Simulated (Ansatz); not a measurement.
The cluster Ge3Te7. Total charge 0; singlet. Geometry PBE-D4/def2-SVP; atoms count from 1.

```xyz
10

Ge    1.991   -0.243   -2.264
Ge    1.175   -1.323    1.571
Ge    0.227    0.689    0.457
Te   -0.744   -0.813   -1.625
Te   -1.620    2.269    1.441
Te    1.048   -2.108    3.825
Te    2.099   -2.457   -0.546
Te   -3.667    0.922    0.172
Te    2.173    1.940   -0.649
Te   -2.681    1.125   -2.384
```

In the def2 sets Te takes a core potential; there is no spin–orbit coupling. The structure comes from a short search, and lower isomers may exist.

Estimate the Mulliken populations from the PBE0/def2-SVP orbitals of Ansatz.


```json
{"atom": "Ge1", "charge (e)": "0.17"}
{"atom": "Ge2", "charge (e)": "0.21"}
{"atom": "Ge3", "charge (e)": "-0.01"}
{"atom": "Te4", "charge (e)": "0.06"}
{"atom": "Te5", "charge (e)": "0.01"}
{"atom": "Te6", "charge (e)": "-0.17"}
{"atom": "Te7", "charge (e)": "-0.15"}
{"atom": "Te8", "charge (e)": "0.02"}
{"atom": "Te9", "charge (e)": "-0.12"}
{"atom": "Te10", "charge (e)": "-0.02"}
```
Mulliken values and Mayer orders depend strongly on the basis.

And the Mayer bond orders between bonded heavy atoms (over 0.3)?

Ge1–Te4 0.65 (2.87 Å); Ge1–Te7 0.79 (2.81 Å); Ge1–Te9 0.92 (2.72 Å); Ge2–Ge3 0.69 (2.49 Å); Ge2–Te6 1.81 (2.39 Å); Ge2–Te7 0.99 (2.57 Å); Ge3–Te4 0.77 (2.75 Å); Ge3–Te5 0.94 (2.62 Å); Ge3–Te9 1.04 (2.56 Å); Te4–Te10 0.89 (2.84 Å); Te5–Te8 1.05 (2.76 Å); Te8–Te10 1.08 (2.75 Å).
